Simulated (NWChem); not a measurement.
Molecule: SnPH5; SMILES [PH2][SnH3]

All runs: NWChem. def2 effective core potentials on Sn; no spin-orbit coupling. Each level has its own optimisation; frequencies are unscaled.

```tsv
level	r P–Sn (Å)	r H–P (Å)	highest harmonic frequency (cm⁻¹)	lowest (cm⁻¹)	zero-point energy (kcal/mol)
BLYP/def2-SVP (core potentials)	2.584	1.443	2297	102	22.3
B3LYP/3-21G (all-electron, non-relativistic)	2.604	1.446	2256	102	22.7
PBE-D3(BJ)/def2-SVP (core potentials)	___	1.443	___	104	22.5
```

Problem. What belongs in the gaps?

Solution. 
- PBE-D3(BJ)/def2-SVP (core potentials), r P–Sn (Å): 2.548
- PBE-D3(BJ)/def2-SVP (core potentials), highest harmonic frequency (cm⁻¹): 2326
